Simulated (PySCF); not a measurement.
Structure problem from calculated spectra and properties.

Formula: CH7OPSi.

- Rotational structure: rotational constants A, B, C: 7.510, 2.481, 2.015 GHz [PBE0-D3(BJ)/def2-SVP]
- 13C NMR: chemical shifts (computed TMS as zero) by class: 53.0 (1 C) ppm [GIAO PBE0/pcSseg-1]
- XPS: Si2p3/2 107.3, P2p3/2 136.3, C1s 292.5, O1s 538.1, Si1s 1847.2, P1s 2149.9 eV [ΔSCF SCAN, pcX-2 on the ionised atom, pcseg-1 elsewhere, spin-free X2C, 2p3/2 from a spin–orbit splitting computed afterwards within the 2p shell]
- 1H NMR: chemical shifts (computed TMS as zero) by class: 5.39 (2 H), 3.57 (3 H), 1.45 (2 H) ppm [GIAO PBE0/pcSseg-1]
- Polarisability: 72.5 au [PBE0/def2-SVPD]
- Dipole: 0.42 D [PBE0/def2-SVPD]

Gas-phase values; electronic properties from PySCF, density fitting. Levels stand in brackets. The structure is a single PBE0-D3(BJ)/def2-SVP conformer in the gas phase; no vibrational or solvent corrections. NMR values are class means; diastereotopic atoms form classes of their own.

Question: Give a SMILES that accounts for the data.

Answer: Numbering: `[CH3:1][O:2][SiH2:3][PH2:4]`. The one carbon: methoxy carbon [C1] (53.0 ppm). Hydrogen classes from least to most shielded: 2 H on an oxygen-bound silicon, Si3 (5.39 ppm), 3 H on a methoxy carbon, C1 (3.57 ppm), 2 H on a three-coordinate phosphorus, P4 (1.45 ppm, a mean of values up to 0.7 ppm apart in this geometry). The core levels belong to: Si2p3/2 107.3 eV, oxygen-bound silicon [Si3]; P2p3/2 136.3 eV, three-coordinate phosphorus [P4]; C1s 292.5 eV, methoxy carbon [C1]; O1s 538.1 eV, silyl ether oxygen [O2]; Si1s 1847.2 eV, oxygen-bound silicon [Si3]; P1s 2149.9 eV, three-coordinate phosphorus [P4]. The optimised geometry has point group C1 and is an asymmetric top. Structure: `CO[SiH2]P`. The assignments are read from this structure; whether some other isomer fits the data as well wasn't checked.

Shape of the structure used: `[CH3:1][O:2][SiH2:3][PH2:4]`: C1–O2–Si3–P4 57°, H–P4–Si3–O2 179°, H–P4–Si3–O2 85°.
